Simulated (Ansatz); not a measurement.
Start from `COC(O)[SiH3]` and change one atom or group to get `COC(O)C=N`.

Ansatz, PBE0-D4/def2-TZVP geometries, multiplicity 1. Each molecule was computed in one conformer, which needn't be the lowest.

```
                                      property  `COC(O)[SiH3]`
           HOMO–LUMO gap (PBE/def2-TZVPP) / eV            5.99
          HOMO–LUMO gap (PBE0/def2-TZVPP) / eV            8.45
             HOMO energy (PBE/def2-TZVPP) / eV           -6.35
            HOMO energy (PBE0/def2-TZVPP) / eV           -7.93
       HOMO–LUMO gap (ωB97M-V/def2-TZVPP) / eV           12.38
size of the dipole moment (PBE/def2-TZVPP) / D            2.48
```

Problem. What does the change do to each property? (Best estimate.)

Solution. Computed: 
```json
{"property": "HOMO–LUMO gap (PBE/def2-TZVPP) / eV", "`COC(O)C=N`": "4.41", "shift": "-1.58"}
{"property": "HOMO–LUMO gap (PBE0/def2-TZVPP) / eV", "`COC(O)C=N`": "7.23", "shift": "-1.22"}
{"property": "HOMO energy (PBE/def2-TZVPP) / eV", "`COC(O)C=N`": "-6.29", "shift": "0.06"}
{"property": "HOMO energy (PBE0/def2-TZVPP) / eV", "`COC(O)C=N`": "-7.94", "shift": "-0.01"}
{"property": "HOMO–LUMO gap (ωB97M-V/def2-TZVPP) / eV", "`COC(O)C=N`": "11.97", "shift": "-0.41"}
{"property": "size of the dipole moment (PBE/def2-TZVPP) / D", "`COC(O)C=N`": "2.03", "shift": "-0.45"}
```

Dipoles are sizes alone; their direction can turn.

Positive LUMOs are unbound, so they and the gaps depend on the basis.
